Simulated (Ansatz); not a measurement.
Born–Oppenheimer molecular dynamics of CH7ClSn (10 atoms, charge 0, multiplicity 1). It starts at the highest image of a converged band. Of that band: A vibrational analysis at the climbing image gives 2 clearly imaginary modes (864i, 61i cm⁻¹): a point of higher order. A lower path may pass nearby, or the ends, which weren't checked, may share the extra mode.

These are results of RKS r2SCAN/def2-SVP (Ansatz 0.2.0), not measurements.

```yaml
ensemble: NVE (velocity Verlet)
time_step: 0.5 fs
steps_asked: 200
starting_velocities_drawn_for: 100 K
seed: 5458
```

First frame:

```xyz
10
Properties=species:S:1:pos:R:3
Sn -0.254 0.042 -0.137
Cl -0.417 -0.821 2.539
H 1.385 0.338 0.234
H -0.754 1.282 -1.246
C -0.957 -1.875 -0.775
H -1.086 -2.498 0.120
H -1.910 -1.762 -1.309
H -0.210 -2.328 -1.444
H -1.712 0.824 0.996
H -1.396 0.293 1.685
```

**Question.** What does the run give?

**Answer.** The run went to its last step.

```yaml
steps_done: 200
time_covered: 100 fs
mean_temperature_over_the_second_half: 1326 K
spread_of_the_potential_energy_over_the_second_half: 14.3 meV per atom
mean_potential_energy_of_the_second_half_above_the_start: -126.8 meV per atom
```

The conserved energy stayed within 0.081 meV per atom of its start (net change -0.021 meV per atom), so the integration is sound. The kinetic energy rose, since the run started high on the potential surface and went downhill. It ends in pieces (CH5ClSn + H2), so much of that is their flight and rotation, not heat. A run of 0.1 ps of so small a system gives no equilibrium averages. The orbitals stay closed-shell, which can raise the energy where a bond breaks towards radicals; this wasn't checked here.

**Question.** What happens to the structure?

**Answer.** Between its relaxed ends the band would form Sn1–H9, Cl2–H10 and break Sn1–Cl2, H9–H10. These pairs go: Sn1–H9 2.01 → 9.22 Å, Cl2–H10 1.71 → 8.34 Å, Sn1–Cl2 2.82 → 2.63 Å, H9–H10 0.93 → 0.74 Å. In the last frame they stand as before the step (other bonds may differ from the relaxed reactants and products). It ends as CH5ClSn + H2. Pairs count as bonded within 1.25 times the sum of covalent radii (0.12 Å more for H–H). The details hang on the random start.

**Question.** How do temperature and energy run in time?

**Answer.** 
| time (fs) | T (K) | potential energy less start (eV) | conserved less start (meV/atom) |
| --- | --- | --- | --- |
| 0 | 100 | 0.000 | 0.00 |
| 8 | 74 | 0.028 | 0.06 |
| 16 | 281 | -0.187 | 0.00 |
| 24 | 711 | -0.632 | 0.04 |
| 32 | 1162 | -1.099 | -0.02 |
| 40 | 1453 | -1.399 | 0.00 |
| 48 | 1542 | -1.491 | -0.03 |
| 56 | 1320 | -1.262 | 0.01 |
| 64 | 1069 | -1.002 | 0.04 |
| 72 | 1204 | -1.141 | 0.04 |
| 80 | 1417 | -1.362 | 0.04 |
| 88 | 1435 | -1.380 | 0.03 |
| 96 | 1445 | -1.390 | 0.02 |

Time of the run: 9.7 min on 2 threads of Arm Neoverse V1 (shared host), peak memory 0.14 GiB.
